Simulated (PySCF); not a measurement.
Basis-set dependence of population analyses: `F[C@@H]1C[C@@H](F)[SiH2]1`

Compound: C₃H₆F₂Si.
Atom-mapped SMILES: `[F:1][C@@H:2]1[CH2:3][C@@H:4]([F:5])[SiH2:6]1` (hydrogens: H7 on C2; H8, H9 on C3; H10 on C4; H11, H12 on Si6)

PBE0 throughout (PySCF), one geometry, spherical d and f functions. The structure is a single PBE0-D3(BJ)/def2-SVP conformer in the gas phase; no vibrational or solvent corrections. Atoms taken as equivalent share a column and are averaged.

Mulliken charges (e):

| basis | functions | F1/F5 | C2/C4 | C3 | Si6 | H7/H10 | H8/H9 | H11/H12 |
| --- | --- | --- | --- | --- | --- | --- | --- | --- |
| STO-3G | 40 | -0.116 | -0.112 | -0.179 | +0.563 | +0.065 | +0.078 | -0.106 |
| 6-31G | 70 | -0.335 | -0.100 | -0.421 | +0.663 | +0.193 | +0.211 | -0.089 |
| pcSseg-0 | 70 | -0.370 | -0.323 | -0.544 | +0.878 | +0.270 | +0.284 | -0.027 |
| 6-31G* | 100 | -0.339 | +0.035 | -0.466 | +0.408 | +0.179 | +0.207 | -0.054 |
| cc-pVDZ | 118 | -0.238 | +0.065 | -0.066 | +0.283 | +0.042 | +0.058 | -0.036 |
| def2-SVP | 118 | -0.268 | +0.010 | -0.081 | +0.427 | +0.063 | +0.072 | -0.051 |
| aug-cc-pVDZ | 196 | -0.527 | +0.853 | +0.384 | -0.547 | -0.335 | -0.232 | +0.322 |
| 6-311+G(2d,p) | 206 | -0.281 | -0.029 | -0.327 | +0.436 | +0.139 | +0.158 | -0.041 |
| def2-TZVP | 228 | -0.223 | +0.007 | -0.181 | +0.174 | +0.101 | +0.126 | -0.007 |
| cc-pVTZ | 268 | -0.227 | +0.060 | -0.182 | +0.201 | +0.077 | +0.100 | -0.019 |
| IGLO-III | 279 | -0.274 | -0.102 | -0.197 | +0.753 | +0.116 | +0.143 | -0.160 |
| pcSseg-2 | 307 | -0.294 | +0.030 | -0.065 | +0.524 | +0.066 | +0.075 | -0.106 |

IAO charges (e):

```tsv
basis	functions	F1/F5	C2/C4	C3	Si6	H7/H10	H8/H9	H11/H12
STO-3G	40	-0.139	-0.207	-0.297	+0.706	+0.114	+0.134	-0.105
6-31G	70	-0.297	-0.087	-0.307	+0.570	+0.154	+0.161	-0.063
pcSseg-0	70	-0.282	-0.103	-0.317	+0.573	+0.155	+0.164	-0.062
6-31G*	100	-0.308	-0.073	-0.297	+0.677	+0.140	+0.151	-0.100
cc-pVDZ	118	-0.310	-0.070	-0.298	+0.667	+0.142	+0.151	-0.098
def2-SVP	118	-0.311	-0.073	-0.291	+0.687	+0.139	+0.149	-0.103
aug-cc-pVDZ	196	-0.326	-0.071	-0.300	+0.675	+0.148	+0.156	-0.095
6-311+G(2d,p)	206	-0.327	-0.080	-0.301	+0.709	+0.149	+0.157	-0.103
def2-TZVP	228	-0.326	-0.078	-0.302	+0.715	+0.147	+0.157	-0.106
cc-pVTZ	268	-0.323	-0.076	-0.303	+0.700	+0.147	+0.156	-0.103
IGLO-III	279	-0.327	-0.081	-0.303	+0.717	+0.149	+0.158	-0.105
pcSseg-2	307	-0.327	-0.079	-0.303	+0.714	+0.148	+0.157	-0.105
```

Some averages cover members that differ in this geometry, most widely: C2/C4, Mulliken in 6-311+G(2d,p) -0.090 to +0.032; H8/H9, Mulliken in aug-cc-pVDZ -0.261 to -0.203; C2/C4, Mulliken in pcSseg-0 -0.350 to -0.296; C2/C4, Mulliken in def2-TZVP -0.018 to +0.031 e.

Problem. Which scheme is steadiest as the basis changes?

Solution. Largest range over the bases for any column: IAO 0.19 e, Mulliken 1.43 e. IAO charges move least and Mulliken charges most, counted in e. Without the minimal STO-3G basis the ranges are IAO 0.15, Mulliken 1.43 e.

Problem. How much do the charges still move between the two largest bases, IGLO-III and pcSseg-2?

Solution. At most, over all atoms: Mulliken 0.230 e, IAO 0.003 e.

Problem. What do the same runs give for the total energy, the frontier levels and the dipole moment?

Solution. 
| basis | energy (Eh) | HOMO (eV) | LUMO (eV) | μ (D) |
| --- | --- | --- | --- | --- |
| STO-3G | -599.0098 | -4.26 | 6.21 | 0.99 |
| 6-31G | -606.4777 | -7.97 | 0.20 | 1.39 |
| pcSseg-0 | -605.5233 | -8.13 | 0.10 | 1.50 |
| 6-31G* | -606.5777 | -7.76 | 0.23 | 1.10 |
| cc-pVDZ | -606.6170 | -7.85 | 0.23 | 1.11 |
| def2-SVP | -606.2751 | -7.95 | 0.22 | 1.17 |
| aug-cc-pVDZ | -606.6484 | -8.07 | -0.40 | 1.25 |
| 6-311+G(2d,p) | -606.7186 | -8.11 | -0.42 | 1.28 |
| def2-TZVP | -606.7494 | -8.04 | -0.19 | 1.20 |
| cc-pVTZ | -606.7359 | -7.99 | -0.07 | 1.16 |
| IGLO-III | -606.7570 | -8.07 | -0.14 | 1.24 |
| pcSseg-2 | -606.7549 | -8.08 | -0.32 | 1.25 |

The dipole is fixed by the density alone, so its range of 0.51 D shows that the density itself changes with the basis, not only its division among atoms.
